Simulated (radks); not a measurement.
Yb2+, configuration [Xe] 4f13 6p1 (not the ground configuration). Calculated with a radial shooting solver on a logarithmic mesh with Libxc functionals: scalar-relativistic Kohn-Sham, r2SCAN, spin-unpolarised, spherical densities, finite nucleus; meta-GGA in the generalised Kohn-Sham scheme; Fermi nuclear charge, rms radius 5.3108 fm.

Unscreened Slater integrals over Kohn-Sham orbitals (cm^-1).

integral    value
F0(6p,6p)   50977
F2(6p,6p)   28454
F0(6p,4f)   66515
F2(6p,4f)  7644.2
G2(6p,4f)  1996.0
G4(6p,4f)  1793.1
F0(6p,5p)   63827
F2(6p,5p)   14694
G0(6p,5p)  2761.5
G2(6p,5p)  3711.8
F0(6p,5s)   64669
G1(6p,5s)  4508.0
F0(4f,4f)  280540
F2(4f,4f)  131680
F4(4f,4f)   82309
F6(4f,4f)   59130
F0(4f,5p)  171570
F2(4f,5p)   57235
G2(4f,5p)   29234
G4(4f,5p)   22554
F0(4f,5s)  193740
G3(4f,5s)   34793
F0(5p,5p)  142280
F2(5p,5p)   76773
F0(5p,5s)  152480
G1(5p,5s)  101790
F0(5s,5s)  165950

Derived for the open shells (J is the average intra-shell exchange parameter used in DFT+U). 4f: F4/F2 = 0.625, F6/F2 = 0.449, J = (286 F2 + 195 F4 + 250 F6)/6435 = 10640 cm^-1. 6p: J = F2/5 = 5691 cm^-1.
